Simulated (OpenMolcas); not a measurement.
## Bi: CASPT2 settings compared

```
Program             : OpenMolcas 26.06
Basis               : ANO-R3 [9s8p6d3f2g1h]
Scalar Hamiltonian  : X2C, finite nucleus
Active space        : 3 electrons in 3 orbitals (6p)
State averaging     : 2S+1 = 4 odd, 1 root; 2S+1 = 2 odd, 8 roots kept (CI in the orbitals of an earlier block)
Spin-orbit coupling : state interaction with AMFI integrals over the reference wave functions, term energies averaged over their components
```

Methods on the same reference wave functions:
A. CASSCF
B. SS-CASPT2, IPEA 0.6 Eh, real shift 0.2 Eh (closed shells correlated: 6s)
C. XMS-CASPT2, IPEA 0.3 Eh, no level shift (closed shells correlated: 4f 5s 5p 5d 6s)
D. XMS-CASPT2, IPEA 0.2 Eh, imaginary shift 0.15 Eh (closed shells correlated: 5d 6s)

Energies in cm-1 above 6s2 6p3 4S* 3/2, the measured ground level; measured values from NIST Handbook of Basic Atomic Spectroscopic Data.

```json
{"Level": "6s2 6p3 4S* 3/2 [68 %]", "A": "0.0", "B": "0.0", "C": "0.0", "D": "0.0", "Measured": "0.0"}
{"Level": "6s2 6p3 2D* 3/2 [64 %]", "A": "12245", "B": "11120", "C": "10780", "D": "10860", "Measured": "11419"}
{"Level": "6s2 6p3 2D* 5/2", "A": "16549", "B": "15230", "C": "14780", "D": "14890", "Measured": "15438"}
{"Level": "6s2 6p3 2P* 1/2", "A": "25019", "B": "22380", "C": "21180", "D": "21340", "Measured": "21661"}
{"Level": "6s2 6p3 2P* 3/2 [66 %]", "A": "33168", "B": "31080", "C": "30190", "D": "30320", "Measured": "33165"}
```

Deviations, from unrounded energies. A percentage is the sum of absolute deviations over the sum of measured energies, with the sign that they share, or ± where signs differ.

```
                        Against measurement  Levels     A     B     C     D
             mean absolute deviation (cm-1)       4  1300   830  1200  1100
other terms of the ground configuration (%)       4  +6.5  ±4.1  -5.8  -5.2
```

B lies closest to measurement on these levels and A furthest from it. The largest miss of B in the table is 6s2 6p3 2P* 3/2 [66 %], by -2100 cm-1. The ranking rests on the paired levels alone, and a cruder setting can come out closer through cancelling errors.

Among B to D the level of the table that moves most is 6s2 6p3 2P* 1/2, by 1200 cm-1 (lowest in C, highest in B). Moves below CASPT2's spread within the term are not significant.

The mean deviations of B to D differ by less than CASPT2's widest spread within a term (1400 cm-1), so their order carries little weight.

From A to B the spin-free energies of the other terms of 6s2 6p3 shown, above 4S*, scale by a factor of 0.84.

The lowest spin-free term lies below A's lowest term by 0.043 hartree in B, 0.992 hartree in C, 0.528 hartree in D.

CASPT2 does not keep the components of a term degenerate, so their means are used; among the terms shown or strongly mixed into the levels shown the widest spread is 1400 cm-1 (6s2 6p3 2D*, D). Terms from blocks run as CI alone lack orbitals of their own. Spin-orbit splittings of 6p shells tend to come out small when the coupling is added on scalar orbitals. With the s shell closed, the reference lacks s² → p² mixing. Measured partners are found by configuration, term and J. A level has none where our copy of the source lacks it or the pairing is in doubt (some pairs that miss far off the trend of their configuration count as doubtful), and it then counts in no deviation. Levels of configurations outside the active space are missing.

A share in square brackets marks a mixed level and gives the weight of the term that names it, the lowest over the columns. * marks odd parity.
